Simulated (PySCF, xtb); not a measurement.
Cl2GeH4OSi, SMILES [GeH3][O][SiH](Cl)Cl.

GFN2-xTB (xtb) at its own geometry gives an orbital gap of 6.48 eV and a dipole moment of 2.03 D.

Geometry: B3LYP-D3(BJ)/def2-SVP. This is a generated structure with no PubChem entry under its InChIKey; it may be hypothetical. One conformer was computed; it need not be the lowest.

Q: What does ωB97X/def2-TZVP in PySCF give? (An estimate is asked for; the answer gives what the named calculation found.)

A: gap 13.13 eV (levels -11.38 and 1.74 eV), dipole 1.93 D.
